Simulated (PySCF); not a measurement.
Isomers of C3H11Ge2N, from PBE0-D3(BJ)/def2-SVP geometry optimisation, gas phase (PySCF 2.14.0). One conformer each, no zero-point energy, no frequencies.

Question: Which is lower in electronic energy at this level?
A. `[CH2:1]=[C:2]([CH3:3])[GeH2:4][NH:5][GeH3:6]` with C1–C2–Ge4–N5 -4°, C2–Ge4–N5–Ge6 -81°: A = 2972, B = 687.3, C = 598.7 MHz, dipole 0.74 D
B. `[GeH3:1][NH:2][GeH2:3][CH:4]1[CH2:5][CH2:6]1` with Ge1–N2–Ge3–C4 -95°, N2–Ge3–C4–C5 -83°: A = 4190, B = 577.3, C = 543.2 MHz, dipole 1.15 D

Answer: A. That is `C=[C](C)[GeH2][NH][GeH3]`, 2.9 kcal/mol below the other.

```json
{"SMILES": "C=[C](C)[GeH2][NH][GeH3]", "mapped SMILES": "[CH2:1]=[C:2]([CH3:3])[GeH2:4][NH:5][GeH3:6]", "E (Eh)": "-4328.30661", "relative (kcal/mol)": "0.0", "relative (kJ/mol)": "0.0", "dipole (D)": "0.74"}
{"SMILES": "[GeH3][NH][GeH2][CH]1CC1", "mapped SMILES": "[GeH3:1][NH:2][GeH2:3][CH:4]1[CH2:5][CH2:6]1", "E (Eh)": "-4328.30205", "relative (kcal/mol)": "2.9", "relative (kJ/mol)": "12.0", "dipole (D)": "1.15"}
```

As drawn, the lower has a C=C bond outside aromatic rings, which the higher lacks; the higher has a three-membered ring, which the lower lacks.
